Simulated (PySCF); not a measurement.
C₄H₄Cl₂, SMILES C(/Cl)=C/C=C\Cl.

Geometry optimised at B3LYP-D3(BJ)/def2-SVP. The values are those of a single conformer.

All values below come from HF/def2-TZVP run with PySCF.

Symmetry labels are those of the subgroup C2h that the program uses (full group C2h).

Computed valence orbital energies around the gap with their symmetry:
```csv
orbital,symmetry,energy (eV)
HOMO−7,Bu,-15.32
HOMO−6,Au,-14.52
HOMO−5,Ag,-14.20
HOMO−4,Bg,-13.87
HOMO−3,Ag,-12.53
HOMO−2,Bu,-12.50
HOMO−1,Au,-11.60
HOMO,Bg,-8.98
LUMO,Au,2.10
LUMO+1,Bu,4.21
LUMO+2,Ag,4.57
LUMO+3,Ag,5.14
```
